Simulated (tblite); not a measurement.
**Question.** Give a GFN2-xTB geometry of `CC[C@H](C[O])CCl` [radical]. (Doublet state.)

**Answer.** 
```xyz
17
C5H10ClO angstrom
C      2.0789    0.2852    0.3142
C      0.9215   -0.5889   -0.1540
C     -0.4521   -0.0426    0.2549
C     -1.5280   -1.1143   -0.0658
O     -1.5159   -2.1896    0.6691
C     -0.7836    1.2545   -0.4653
Cl    -2.4272    1.8079   -0.0266
H      2.0785    1.2498   -0.1875
H      3.0231   -0.2072    0.0953
H      2.0225    0.4501    1.3874
H      1.0179   -1.5816    0.2890
H      0.9584   -0.7014   -1.2401
H     -0.4584    0.1222    1.3363
H     -1.5559   -1.3320   -1.1621
H     -2.5078   -0.5789    0.0948
H     -0.7745    1.1210   -1.5479
H     -0.1044    2.0578   -0.1850
```

Orientation and origin are arbitrary. Atoms count from 1 in this order. Of the pairs four or more bonds apart, Cl7···H15 is among the closest relative to their van der Waals radii: 2.39 Å, 81 % of the sum of Bondi's values. The 4 C–C bonds span 1.520 Å (C3–C6, drawn single) to 1.552 Å (C3–C4, drawn single), a spread of 0.032 Å.

Bonds between heavy atoms (Å): C1–C2 1.524, C2–C3 1.534, C3–C4 1.552, C4–O5 1.302, C3–C6 1.520, C6–Cl7 1.789.

The geometry is computed with GFN2-xTB (gas phase). This method treats the open shell by occupation alone, without spin polarisation.

Point group: C1 (no symmetry element, even within 0.4 Å). Its GFN2-xTB frequencies are all real (lowest 74 cm⁻¹). Torsions: C1–C2–C3–C4 -171°, C2–C3–C4–O5 70°, C2–C3–C6–Cl7 177°.

Hardware: an Arm Neoverse V1 with one thread, no GPU, shared host. Cost: 0.67 s. This is the geometry optimisation.

One conformer stands for the species.
